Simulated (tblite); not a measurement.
Compound: C7H6F2.
Structure used (GFN2-xTB), in Å, numbered top down from 1:
```
atom  x, y, z in Å
C1     2.4794   -1.3629   -0.4639
C2     1.3017   -1.1850   -0.3535
C3    -0.1241   -0.9472   -0.1936
C4    -0.6220    0.2361   -1.0572
C5    -0.6500    1.4562   -0.1218
C6    -0.6752    0.8309    1.2392
F7    -0.9364    1.5805    2.3188
C8    -0.4084   -0.4659    1.2080
F9    -0.3388   -1.3146    2.2407
H10    3.5098   -1.5283   -0.5703
H11   -0.6592   -1.8764   -0.4145
H12   -1.6283    0.0216   -1.4170
H13    0.0232    0.3962   -1.9190
H14   -1.5206    2.0918   -0.2854
H15    0.2443    2.0749   -0.2324
```

Method: GFN2-xTB as coded in tblite; computed harmonic values from a numerical Hessian at the method's own geometry, unscaled. This tight-binding method is rough: wavenumbers can miss measured ones by several per cent, in bad cases by 10 to 20. One conformer, not necessarily the lowest.

Harmonic wavenumbers (cm⁻¹): 60.1, 103.5, 168.3, 208.1, 254.5, 311.8, 375.2, 406.0, 451.3, 524.4, 589.8, 612.5, 666.7, 682.3, 791.2, 812.5, 931.3, 1004.4, 1030.3, 1064.1, 1082.2, 1125.6, 1159.3, 1199.8, 1216.4, 1248.8, 1272.1, 1298.2, 1316.6, 1460.4, 1479.9, 1770.8, 2291.2, 2931.8, 2958.6, 2996.0, 3003.1, 3023.7, 3397.2.

A = 2395, B = 1364, C = 1054 MHz; mass 128.044 u (most abundant isotopes); point group C1, symmetry number 1.

Q: Zero-point energy?

A: Half the sum of the wavenumbers: 23640 cm⁻¹ = 282.80 kJ/mol.

Q: Give the ideal-gas entropy at 298.15 K and 1 bar in the rigid-rotor, harmonic-oscillator model (classical rotation).

A: Translation 169.37, rotation 121.02, vibration 90.18: S = 380.6 J/(mol K).

Q: And Cp and H(298.15 K) − H(0)?

A: Cp = 138.63 J/(mol K), of which vibrations give 105.37 (their classical limit is 39 R = 324.3); H(298.15 K) − H(0) = 24.95 kJ/mol without the zero-point energy, 15.03 from vibrations.

Q: How do the functions run with temperature in this model?

A: 
```json
{"T (K)": "100", "S (J/(mol K))": "276.2", "Cp (J/(mol K))": "65.4", "H − H(0) (kJ/mol)": "4.71", "G − H(0) (kJ/mol)": "-22.91", "ln q(vib)": "0.99"}
{"T (K)": "200", "S (J/(mol K))": "332.9", "Cp (J/(mol K))": "102.5", "H − H(0) (kJ/mol)": "13.10", "G − H(0) (kJ/mol)": "-53.47", "ln q(vib)": "2.83"}
{"T (K)": "300", "S (J/(mol K))": "381.4", "Cp (J/(mol K))": "139.3", "H − H(0) (kJ/mol)": "25.20", "G − H(0) (kJ/mol)": "-89.23", "ln q(vib)": "4.82"}
{"T (K)": "500", "S (J/(mol K))": "467.9", "Cp (J/(mol K))": "200.9", "H − H(0) (kJ/mol)": "59.59", "G − H(0) (kJ/mol)": "-174.37", "ln q(vib)": "8.95"}
{"T (K)": "800", "S (J/(mol K))": "575.7", "Cp (J/(mol K))": "256.6", "H − H(0) (kJ/mol)": "129.06", "G − H(0) (kJ/mol)": "-331.53", "ln q(vib)": "14.97"}
{"T (K)": "1000", "S (J/(mol K))": "635.6", "Cp (J/(mol K))": "279.7", "H − H(0) (kJ/mol)": "182.83", "G − H(0) (kJ/mol)": "-452.80", "ln q(vib)": "18.69"}
```

q(vib) and H(0) count from the zero-point level.

Q: What must be added to the electronic energy to get the Gibbs energy at 298.15 K and 1 bar?

A: ZPE + [H(298.15 K) − H(0)] − T·S = 282.80 + 24.95 − 113.47 = 194.28 kJ/mol.

Hindered rotation and anharmonicity are outside this model. Other conformers, if any are populated, would add a mixing term that is left out. The structure is chiral; the term R ln 2 for an equal mix with its mirror image is left out.

Hardware: Arm Neoverse N1, one thread, shared host. The figure is for the frequency step alone.
